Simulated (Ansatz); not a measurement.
A nudged elastic band was laid between two geometries of CH7AlSiTe (11 atoms, charge 0, multiplicity 1).

These are results of RKS revPBE-D4/def2-mTZVP (Ansatz 0.2.0), not measurements.

```json
{
  "movable images": "5",
  "climbing image": "yes",
  "spring": "5.0 eV/Å²",
  "optimiser": "quadratic models (default)",
  "start path": "IDPP",
  "force threshold": "0.2 eV/Å",
  "iteration limit": "60",
  "end points": "relaxed"
}
```

Image 0:

```xyz
11
Properties=species:S:1:pos:R:3
C -1.033 1.932 0.538
Te -0.023 1.026 2.262
Al 0.921 -1.034 1.113
Si 0.560 -1.469 -1.286
H -0.645 2.948 0.418
H -0.832 1.339 -0.358
H -2.107 1.954 0.747
H 1.760 -2.006 2.072
H -0.271 -0.419 -1.968
H 1.870 -1.541 -2.023
H -0.136 -2.787 -1.496
```

Image 6:

```xyz
11
Properties=species:S:1:pos:R:3
C -1.901 0.816 0.904
Te -0.264 0.722 2.362
Al 1.540 -0.237 0.852
Si 1.117 -0.755 -1.520
H -2.223 1.860 0.825
H -1.551 0.451 -0.065
H -2.719 0.189 1.274
H 2.954 -0.469 1.570
H 2.015 0.054 -2.417
H 1.394 -2.205 -1.813
H -0.297 -0.482 -1.952
```

(1) Which bonds break or form, and what moves?

(2) What energy profile does the band end with?

(3) What is the geometry of the highest image?

The band took 3 iterations and of the order of 4 core-minutes.

## Answers

(1) No bond is made or broken. The dihedral Te2–Al3–Si4–H11 goes from -121 to -1°. The two ends are copies of one structure, up to a mirror image or an exchange of like atoms.

(2) The forces met the threshold. The highest image is number 3 of 0 to 6, 0.2 kcal/mol above the ends, which have the same energy within 2 meV. The threshold of 0.2 eV/Å is loose, so the images may lie well off the minimum-energy path. The order of the stationary point at the top wasn't checked.

| image | path coordinate (Å) | energy (kcal/mol) | dihedral Te2–Al3–Si4–H11 (°) |
| --- | --- | --- | --- |
| 0 | 0.00 | 0.0 | -121 |
| 1 | 0.79 | 0.1 | -102 |
| 2 | 1.57 | 0.2 | -81 |
| 3 | 2.36 | 0.2 | -61 |
| 4 | 3.13 | 0.2 | -41 |
| 5 | 3.90 | 0.1 | -21 |
| 6 | 4.67 | 0.0 | -1 |

(3) 
```xyz
11
Properties=species:S:1:pos:R:3
C -1.734 1.176 0.829
Te -0.184 0.818 2.343
Al 1.444 -0.497 0.904
Si 0.994 -0.983 -1.469
H -1.877 2.257 0.729
H -1.406 0.750 -0.124
H -2.661 0.696 1.159
H 2.774 -0.977 1.660
H 0.828 0.265 -2.296
H 2.142 -1.763 -2.049
H -0.255 -1.800 -1.667
```

The run took 2.6 min on 2 threads of Intel(R) Xeon(R) Processor @ 2.50GHz (Skylake/Cascade Lake), with other jobs on the host, peak memory 0.18 GiB.
